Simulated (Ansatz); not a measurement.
`[Cl][InH][GeH3]` + `C=N` → `C=[N][GeH3]` + `[Cl][InH2]` at 700 K and 1 bar (cleavage of the Ge–In bond).

Gas-phase electronic energies from Ansatz, PBE0-D4/def2-TZVP geometries. CCSD(T)/CBS adds triple-zeta CCSD(T) − MP2 to the extrapolated MP2 energy (def2 sets, frozen cores). This one scheme is used for every species. Elements past krypton have def2 core potentials. For Ge, In outer-core shells are correlated without core-valence functions, which leaves a few kJ/mol of doubt a bond. Scalar relativity is left out up to krypton.

```csv
species,CCSD(T)/CBS energy (Eh),H − E (kJ/mol),S (J/(mol·K))
`[Cl][InH][GeH3]`,-2728.15341,144.4,464.6
`C=N`,-94.52360,135.6,268.6
`C=[N][GeH3]`,-2171.83462,196.5,378.7
`[Cl][InH2]`,-650.81839,71.8,329.5
```

H − E and S are ideal-gas, rigid-rotor, harmonic terms from PBE0-D4/def2-TZVP. 1 Eh = 2625.50 kJ/mol, R = 8.31446 J/(mol·K).

Q: By hand: ΔE, ΔH, ΔS and ΔG.

A: ΔE = (-2171.83462) + (-650.81839) − (-2728.15341) − (-94.52360) = 0.02400 Eh = 63.0 kJ/mol. Δ(H − E) = 196.5 + 71.8 − 144.4 − 135.6 = -11.7, so ΔH = 51.3 kJ/mol. ΔS = 378.7 + 329.5 − 464.6 − 268.6 = -25.0 J/(mol·K). ΔG = 51.3 − 700 × (-25.0)/1000 = 68.8 kJ/mol.

Q: By hand: the equilibrium constant, and the temperature at which ΔG would vanish if ΔH and ΔS stayed fixed.

A: log₁₀ K = −ΔG/(RT ln 10) = -5.1. ΔH and −TΔS have one sign here, so there is no such temperature.

TΔS isn't small against ΔH here. A doubt of 5 kJ/mol in ΔE shifts log₁₀ K by 0.4 here. Modes under 60 cm⁻¹, often nearly free rotors, make the harmonic entropy too high. These are equilibria of isolated gas molecules and say nothing of rates. Largest T1 diagnostic: 0.014 (customary marks: 0.02 for closed shells, 0.045 for open ones).
